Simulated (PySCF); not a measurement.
A calculated (PBE, PySCF 2.14, aug-cc-pVTZ-DK3, scalar relativity by spin-free X2C-1e) atom or ion has these occupied shells.

```json
{"shell": "1s α", "electrons": "1", "orbital energy (eV)": "-90248.6", "rms radius, mean of both spins (bohr)": "0.0178"}
{"shell": "1s β", "electrons": "1", "orbital energy (eV)": "-90248.6", "rms radius, mean of both spins (bohr)": "0.0178"}
{"shell": "2s α", "electrons": "1", "orbital energy (eV)": "-16215.5", "rms radius, mean of both spins (bohr)": "0.0718"}
{"shell": "2s β", "electrons": "1", "orbital energy (eV)": "-16215.5", "rms radius, mean of both spins (bohr)": "0.0718"}
{"shell": "2p α", "electrons": "3", "orbital energy (eV)": "-13952.7", "rms radius, mean of both spins (bohr)": "0.0663"}
{"shell": "2p β", "electrons": "3", "orbital energy (eV)": "-13952.6", "rms radius, mean of both spins (bohr)": "0.0663"}
{"shell": "3s α", "electrons": "1", "orbital energy (eV)": "-3916.1", "rms radius, mean of both spins (bohr)": "0.183"}
{"shell": "3s β", "electrons": "1", "orbital energy (eV)": "-3916.0", "rms radius, mean of both spins (bohr)": "0.183"}
{"shell": "3p α", "electrons": "3", "orbital energy (eV)": "-3265.4", "rms radius, mean of both spins (bohr)": "0.186"}
{"shell": "3p β", "electrons": "3", "orbital energy (eV)": "-3265.4", "rms radius, mean of both spins (bohr)": "0.186"}
{"shell": "3d α", "electrons": "5", "orbital energy (eV)": "-2576.5", "rms radius, mean of both spins (bohr)": "0.170"}
{"shell": "3d β", "electrons": "5", "orbital energy (eV)": "-2576.5", "rms radius, mean of both spins (bohr)": "0.170"}
{"shell": "4s α", "electrons": "1", "orbital energy (eV)": "-899.50", "rms radius, mean of both spins (bohr)": "0.401"}
{"shell": "4s β", "electrons": "1", "orbital energy (eV)": "-899.45", "rms radius, mean of both spins (bohr)": "0.401"}
{"shell": "4p α", "electrons": "3", "orbital energy (eV)": "-684.80", "rms radius, mean of both spins (bohr)": "0.428"}
{"shell": "4p β", "electrons": "3", "orbital energy (eV)": "-684.75", "rms radius, mean of both spins (bohr)": "0.428"}
{"shell": "4d α", "electrons": "5", "orbital energy (eV)": "-429.77", "rms radius, mean of both spins (bohr)": "0.454"}
{"shell": "4d β", "electrons": "5", "orbital energy (eV)": "-429.71", "rms radius, mean of both spins (bohr)": "0.454"}
{"shell": "5s α", "electrons": "1", "orbital energy (eV)": "-158.48", "rms radius, mean of both spins (bohr)": "0.882"}
{"shell": "5s β", "electrons": "1", "orbital energy (eV)": "-158.34", "rms radius, mean of both spins (bohr)": "0.882"}
{"shell": "4f α", "electrons": "7", "orbital energy (eV)": "-153.33", "rms radius, mean of both spins (bohr)": "0.480"}
{"shell": "4f β", "electrons": "7", "orbital energy (eV)": "-153.26", "rms radius, mean of both spins (bohr)": "0.480"}
{"shell": "5p α", "electrons": "3", "orbital energy (eV)": "-97.852", "rms radius, mean of both spins (bohr)": "1.01"}
{"shell": "5p β", "electrons": "3", "orbital energy (eV)": "-97.674", "rms radius, mean of both spins (bohr)": "1.01"}
{"shell": "5d α", "electrons": "5", "orbital energy (eV)": "-28.633", "rms radius, mean of both spins (bohr)": "1.32"}
{"shell": "5d β", "electrons": "5", "orbital energy (eV)": "-28.086", "rms radius, mean of both spins (bohr)": "1.32"}
{"shell": "6s α", "electrons": "1", "orbital energy (eV)": "-16.063", "rms radius, mean of both spins (bohr)": "2.29"}
{"shell": "6p α", "electrons": "3", "orbital energy (eV)": "-5.914", "rms radius, mean of both spins (bohr)": "3.16"}
{"shell": "6p β", "electrons": "1", "orbital energy (eV)": "-4.331", "rms radius, mean of both spins (bohr)": "3.16"}
```

Problem. Name the element and its charge.

Solution. Bi (bismuth, neutral), in [Xe] 4f14 5d10 6s1 6p4, high-spin 4P determinant (an excited configuration).
